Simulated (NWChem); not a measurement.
# C₂H₅FOSi; SMILES C=CO[SiH2]F

```xyz
10

C      0.3769     2.6718     0.1236
C      0.0538     1.4836    -0.3778
O     -0.3533     0.4374     0.4148
Si    -0.4876    -1.1402    -0.0664
F      0.9237    -1.9028     0.0635
H      0.3505     2.8637     1.1911
H      0.6737     3.4751    -0.5407
H      0.0713     1.2745    -1.4481
H     -1.4478    -1.7736     0.8563
H     -0.8932    -1.1828    -1.4928
```
Atoms are numbered in this order, from 1.

Computed with NWChem. Medium grid unless said otherwise, to which SCAN and Minnesota functionals are sensitive. All runs use the structure optimised with B3LYP/6-31G* (spherical d). Total energies of different functionals are on different scales.

| level | energy (Ha) | highest occupied level (eV) | orbital gap (eV) | dipole (D) |
|---|---|---|---|---|
| PBE/def2-TZVP | -543.5371 | -6.06 | 5.29 | 1.27 |
| B3LYP/def2-TZVP | -544.0015 | -7.01 | 7.01 | 1.39 |
| PBE0/def2-TZVP | -543.5741 | -7.24 | 7.50 | 1.39 |
| LDA (Slater exchange, VWN5)/def2-TZVP | -540.9109 | -6.27 | 5.24 | 1.34 |
| M06-2X/def2-TZVP | -543.8551 | -8.49 | 9.64 | 1.49 |
| BLYP/def2-TZVP | -543.9161 | -5.91 | 5.25 | 1.29 |
